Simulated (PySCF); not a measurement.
Si(Cl)(F)2(SiH3) (ClF₂H₃Si₂), SMILES [Si](F)(F)(Cl)[SiH3].

Geometry: PBE-D3(BJ)/def2-SVP.

The numbers are results of PySCF with ωB97X/def2-TZVP, not measurements.

Symmetry labels are those of the subgroup Cs that the program uses (full group Cs).

Computed valence orbital energies around the gap with their symmetry:
```
orbital  symmetry  energy (eV)
-------  --------  -----------
HOMO−7         A"       -15.22
HOMO−6         A"       -14.85
HOMO−5         A'       -14.57
HOMO−4         A'       -13.09
HOMO−3         A"       -13.01
HOMO−2         A'       -12.59
HOMO−1         A"       -12.40
HOMO           A'       -11.44
LUMO           A"         1.51
LUMO+1         A'         1.58
LUMO+2         A'         2.16
LUMO+3         A'         2.81
```
